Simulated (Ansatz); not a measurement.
`CO[B](C)[AlH2]` and `C[B](F)[AlH2]` differ in one atom or group.

Ansatz, PBE0-D4/def2-TZVP geometries, multiplicity 1. Each molecule was computed in one conformer, which needn't be the lowest.

| property | `CO[B](C)[AlH2]` |
| --- | --- |
| LUMO energy (PBE0/def2-TZVPP) / eV | -1.58 |
| HOMO–LUMO gap (PBE0/def2-TZVPP) / eV | 5.14 |
| HOMO–LUMO gap (PBE/def2-TZVPP) / eV | 3.22 |
| HOMO–LUMO gap (ωB97M-V/def2-TZVPP) / eV | 8.88 |
| LUMO energy (B3LYP/def2-TZVPP) / eV | -1.77 |
| LUMO energy (PBE/def2-TZVPP) / eV | -2.35 |

(1) Give the same properties after the change, and the shifts. (An estimate is asked.)

Answers

(1) Ansatz gave: 
```csv
property,`C[B](F)[AlH2]`,shift
LUMO energy (PBE0/def2-TZVPP) / eV,-1.71,-0.13
HOMO–LUMO gap (PBE0/def2-TZVPP) / eV,5.40,0.26
HOMO–LUMO gap (PBE/def2-TZVPP) / eV,3.41,0.19
HOMO–LUMO gap (ωB97M-V/def2-TZVPP) / eV,9.12,0.24
LUMO energy (B3LYP/def2-TZVPP) / eV,-1.92,-0.15
LUMO energy (PBE/def2-TZVPP) / eV,-2.48,-0.13
```

With PBE0 the HOMO falls by 0.38 eV and the LUMO falls by 0.13 eV, so the gap widens by about 0.25 eV. PBE moves the HOMO by -0.32 eV and ωB97M-V by -0.40 eV.

B3LYP here is the variant with VWN-RPA as its local correlation; programs differ in this.
